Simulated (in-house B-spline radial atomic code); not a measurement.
What moves the levels of the cerium ion Ce⁺ ([Xe] 4f1 5d2)? Method: Dirac-Hartree-Fock, average of the jj configuration, Fermi nucleus of rms radius 4.8739 fm. Calculated with a radial B-spline atomic code at the basis-set limit.

Baseline run (computed): total energy -8860.9075 hartree, 1s1/2 at -1495.043 hartree, 5d3/2 at -10.464 eV with <r> = 2.831 bohr.

Changing the nucleus:

```json
{"nucleus": "Fermi nucleus of rms radius 4.8737 fm, A = 138", "ΔE (eV)": "-0.000845"}
{"nucleus": "Fermi nucleus of rms radius 4.8771 fm, A = 140", "ΔE (eV)": "0.0135"}
{"nucleus": "Fermi nucleus of rms radius 4.9063 fm, A = 142", "ΔE (eV)": "0.137"}
{"nucleus": "Fermi nucleus of rms radius 4.9303 fm, A = 144", "ΔE (eV)": "0.239"}
{"nucleus": "Fermi nucleus of rms radius 4.959 fm, A = 146", "ΔE (eV)": "0.362"}
{"nucleus": "Fermi nucleus of rms radius 4.9893 fm, A = 148", "ΔE (eV)": "0.492"}
```

A larger nucleus binds the electrons less, roughly as the density at the nucleus times the change of the nuclear <r²>. The reference is A = 136.
